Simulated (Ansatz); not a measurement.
Ansatz (a quantum-chemistry and plane-wave program) input (CCSD(T)/aug-cc-pVDZ):

Ansatz 0.2 input:
```yaml
crystal:
  periodic: [false, false, false]
  atoms:
    - {symbol: Ga, position_ang: [0.30374815, 0.11982264, 0.09043944]}
    - {symbol: F, position_ang: [-0.68066706, 0.93279515, -1.13588949]}
    - {symbol: F, position_ang: [-0.36557658, -1.34551759, 0.82437587]}
basis:
  gaussian:
    orbitals: aug-cc-pVDZ
magnetization: {spin_polarized: true, initial_magnetization: 1}
correlation: {method: ccsd_t, electrons: outside_noble_gas}
output: {forces: true}
```

Output:

```
Functional definition: HF
integrals: 0.12 GiB planned
828 factors; integrals over basis functions are off by at most 2.2e-4 eV
mean field: 0.37 GiB planned
mean field evaluation 1: about -57744.0280 eV, gradient 3.0e1 eV
mean field evaluation 2: about -57744.0530 eV, gradient 3.0e1 eV
mean field evaluation 4: about -57747.5410 eV, gradient 2.0e0 eV
mean field evaluation 8: about -57747.6408 eV, gradient 3.4e-1 eV
mean field evaluation 16: about -57747.6434 eV, gradient 1.7e-6 eV
mean field -57747.64342332 eV, -2122.1867530484 hartree, gradient 1.6e-6 eV, S^2 0.754378; 0 other end points of the search recorded, 0 dependent functions left out
16 core orbitals not correlated, not the lowest: weight in the atoms' cores, before any rotation towards them, 0.941 or more for the frozen orbitals, at most 0.054 for the correlated occupied ones
reference -57747.64342332 eV, -2122.1867530484 hartree; 9, 8 occupied and 57, 58 virtual orbitals, 828 factors
densities: 0.49 GiB planned
second order -12.74118284 eV of doubles, -0.00000000 eV of singles
coupled cluster: 0.36 GiB planned
cycle   1  -12.35940577 eV  change    3.8e-1 eV  update   1.1e-1
cycle   2  -12.67501756 eV  change   -3.2e-1 eV  update   3.6e-2
cycle   3  -12.76022151 eV  change   -8.5e-2 eV  update   1.9e-2
cycle   4  -12.75959298 eV  change    6.3e-4 eV  update   5.3e-3
cycle   5  -12.75393991 eV  change    5.7e-3 eV  update   2.5e-3
cycle   6  -12.75485842 eV  change   -9.2e-4 eV  update   9.2e-4
cycle   7  -12.75537346 eV  change   -5.2e-4 eV  update   3.9e-4
cycle   8  -12.75532477 eV  change    4.9e-5 eV  update   1.7e-4
cycle   9  -12.75532722 eV  change   -2.5e-6 eV  update   7.5e-5
cycle  10  -12.75534485 eV  change   -1.8e-5 eV  update   2.6e-5
cycle  11  -12.75532867 eV  change    1.6e-5 eV  update   1.2e-5
cycle  12  -12.75533485 eV  change   -6.2e-6 eV  update   4.9e-6
cycle  13  -12.75533552 eV  change   -6.7e-7 eV  update   1.8e-6
perturbative correction -0.32829396 eV, -0.0120645804 hartree
the calculation of the forces begins
Total energy: -57760.72705280 eV, -2122.6675675633 hartree
Atom 0 at     0.303748     0.119823     0.090439 Å, force     0.211186     0.083309     0.062880 eV/Å
Atom 1 at    -0.680667     0.932795    -1.135889 Å, force    -0.120883     0.068903    -0.126564 eV/Å
Atom 2 at    -0.365577    -1.345518     0.824376 Å, force    -0.090303    -0.152212     0.063684 eV/Å
Dipole moment:     0.490469     0.193480     0.146035 e Å
```

It need not be the lowest isomer of its formula.
